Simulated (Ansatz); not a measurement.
Computed with Ansatz on PBE0-D4/def2-TZVP structures; ΔE is electronic, products minus reactants. CCSD(T)/CBS adds triple-zeta CCSD(T) − MP2 to the extrapolated MP2 energy (def2 sets, frozen cores). DFT in def2-TZVPP. Each species was taken in one conformer, which may not be the lowest.

`O[SiH2]/C(O)=C/S` → `O[Si]1(S)CCO1`  (isomerisation)

`O[SiH2]/C(O)=C/S`:

Z-matrix (Å, degrees):
```
Si
C 1 1.879
O 1 1.643 2 111.2
H 1 1.479 2 108.2 3 117.4
H 1 1.487 2 107.9 3 -122.3
C 2 1.341 1 122.5 3 -124.0
O 2 1.348 1 114.2 3 56.6
H 3 0.959 1 117.3 2 -58.1
S 6 1.765 2 120.3 1 -174.5
H 6 1.082 2 120.9 1 1.0
H 7 0.976 2 107.2 1 179.8
H 9 1.347 6 98.4 2 -104.0
```

`O[Si]1(S)CCO1`:

Z-matrix (Å, degrees):
```
Si
S 1 2.128
C 1 1.860 2 124.1
O 1 1.657 2 112.0 3 -96.0
O 1 1.631 2 105.9 3 133.8
C 1 2.260 2 129.4 3 -53.5
H 2 1.343 1 93.2 3 68.3
H 3 1.089 1 116.1 2 132.7
H 3 1.088 1 117.1 2 0.4
H 5 0.959 1 118.2 2 37.2
H 6 1.092 1 126.5 2 5.3
H 6 1.092 1 123.3 2 -163.0
```

CCSD(T)/CBS gives -241.9 kJ/mol.

Another level gave -242.2 kJ/mol. Which?
A. PBE/def2-TZVPP
B. HF/def2-TZVPP
C. PBE0/def2-TZVPP
D. ωB97X-V/def2-TZVPP

C. PBE0 -242.2, PBE -225.9, ωB97X-V -247.5, HF/def2-TZVPP -237.3 kJ/mol.

Largest T1 diagnostic among the species: 0.013.

In def2-TZVPP, CCSD(T) changes the Hartree–Fock value by −3.0 kJ/mol (the triples alone add +4.1 kJ/mol) and MP2 by −12.3 kJ/mol. From PBE to PBE0 (25 % exact exchange), in def2-TZVPP and without D4, ΔE moves by −16.3 kJ/mol.
